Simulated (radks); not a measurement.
Species: Cl3+. Configuration: [Ne] 3s2 3p2 (the NIST ground configuration).

Method: non-relativistic Kohn-Sham, B86b exchange with PBE correlation, spin-polarised, spherical densities, point nucleus; open shells are filled with parallel spins first; computed with a radial shooting solver on a logarithmic mesh with Libxc functionals.

Energy parts (eV):
total: -12444.594
kinetic: 12431.734
electron-nucleus: -29004.233
Hartree: 4861.022
exchange-correlation: -733.117

Orbitals (lengths in bohr, moments of r in powers of bohr; r(max) is where P^2 peaks):
[
 {"orbital": "1s up", "occ.": "1", "eigenvalue (eV)": "-2788.036", "r(max)": "0.05990", "<1/r>": "16.55"},
 {"orbital": "1s down", "occ.": "1", "eigenvalue (eV)": "-2787.591", "r(max)": "0.05990", "<1/r>": "16.56"},
 {"orbital": "2s up", "occ.": "1", "eigenvalue (eV)": "-296.0156", "r(max)": "0.3631", "<1/r>": "3.292"},
 {"orbital": "2s down", "occ.": "1", "eigenvalue (eV)": "-295.5788", "r(max)": "0.3633", "<1/r>": "3.291"},
 {"orbital": "2p up", "occ.": "3", "eigenvalue (eV)": "-236.8583", "r(max)": "0.3017", "<1/r>": "3.207"},
 {"orbital": "2p down", "occ.": "3", "eigenvalue (eV)": "-236.2546", "r(max)": "0.3020", "<1/r>": "3.206"},
 {"orbital": "3s up", "occ.": "1", "eigenvalue (eV)": "-59.9894", "r(max)": "1.232", "<1/r>": "0.9894"},
 {"orbital": "3s down", "occ.": "1", "eigenvalue (eV)": "-56.7929", "r(max)": "1.227", "<1/r>": "0.9897"},
 {"orbital": "3p up", "occ.": "2", "eigenvalue (eV)": "-46.3828", "r(max)": "1.308", "<1/r>": "0.8951"},
 {"orbital": "3p down", "occ.": "0", "eigenvalue (eV)": "-43.2946", "r(max)": "1.307", "<1/r>": "0.8896"}
]

The highest occupied level is 3p up at -46.383 eV. The electron density at the nucleus is 3233 e/bohr^3. The spin density at the nucleus is -0.2942 e/bohr^3 (1s -0.2971, 2s 0.1098, 3s -0.1070), a Fermi contact field of -15.4 T.

Run on one thread of a shared host, so times are rough (Arm Neoverse N1): 0.13 s of CPU time, 0.13 s wall, 13 iterations on 2476 mesh points.
